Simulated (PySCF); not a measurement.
Precursor series Y F-OH. Isolated molecules, 0 K electronic values unless said otherwise. One relaxed conformer stands for each flexible species; it need not be the lowest.

Calculation: PBE-D3(BJ)/def2-TZVP // TPSS-D3(BJ)/def2-SVP run with PySCF 2.14.0. All candidates: neutral, multiplicity 1. 

```
Quantity         Result
-------------  --------
HOMO           -7.06 eV
LUMO           -2.78 eV
HOMO–LUMO gap   4.28 eV
```

### Question
Name which member has these values.
A. [Y(F)3]
B. [Y(OH)3]
C. [Y(F)(OH)2]
D. [Y(F)2(OH)]

### Answer
D, [Y(F)2(OH)]. The others give [Y(OH)3]: -6.20 eV, -2.10 eV, 4.11 eV; [Y(F)3]: -8.56 eV, -3.16 eV, 5.40 eV; [Y(F)(OH)2]: -6.70 eV, -2.43 eV, 4.27 eV
